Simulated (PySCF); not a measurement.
SMILES C=CCCC(=O)OC, singlet (GFN2-xTB optimised geometry):

```
18

C      2.319    -0.667    -3.303
C      1.389    -0.884    -2.392
C      1.666    -1.269    -0.974
C      1.114    -0.220     0.000
C     -0.398    -0.220     0.000
O     -1.095    -1.199     0.011
O     -0.879     1.030     0.000
C     -2.294     1.160     0.026
H      3.368    -0.765    -3.074
H      2.077    -0.390    -4.314
H      0.341    -0.781    -2.643
H      1.177    -2.223    -0.757
H      2.740    -1.381    -0.819
H      1.470     0.779    -0.252
H      1.437    -0.463     1.015
H     -2.740     0.614    -0.808
H     -2.694     0.760     0.960
H     -2.505     2.223    -0.055
```

Level of theory: PBE/def2-SVP (PySCF).

**Question.** What are the frontier orbital energies and the dipole moment?

**Answer.** HOMO-2 -7.13 eV, HOMO-1 -6.28 eV, HOMO -6.15 eV, LUMO -0.64 eV, LUMO+1 -0.49 eV; dipole moment 1.56 D.

On the same geometry PBE0/def2-SVP in PySCF gives HOMO-2 -8.71 eV, HOMO-1 -7.90 eV, HOMO -7.47 eV, LUMO 0.43 eV, LUMO+1 0.57 eV; dipole moment 1.60 D.

Meta-Löwdin charges at PBE/def2-SVP: C1 -0.24, C2 -0.09, C3 -0.18, C4 -0.22, C5 0.46, O6 -0.42, O7 -0.30, C8 -0.11, H9 0.10, H10 0.11, H11 0.10, H12 0.11, H13 0.10, H14 0.11, H15 0.12, H16 0.11, H17 0.11, H18 0.12.
